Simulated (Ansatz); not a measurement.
C$_{2}$H$_{7}$AlBF (`CB(F)[CH2][AlH2]`), charge 0, multiplicity 1.

Task: Give a relaxed structure at PBE0-D4/def2-TZVP (the Gaussian-basis code of Ansatz). (An estimate is asked.)

Result: Ansatz gave: 
Cartesian coordinates in Å:
```
C -0.2787 0.6605 1.6877
B 0.5918 0.5898 0.3879
F 1.2172 1.7235 0.0196
C 0.7564 -0.6414 -0.5200
Al -0.6754 -0.6996 -1.8613
H -0.9474 -0.1921 1.8163
H 0.3903 0.6880 2.5566
H -0.8648 1.5832 1.7292
H 0.6135 -1.5722 0.0420
H 1.7029 -0.6537 -1.0668
H -0.3394 -0.5090 -3.3990
H -2.1663 -0.9768 -1.3922
```
This is one stationary point; other conformers may exist.
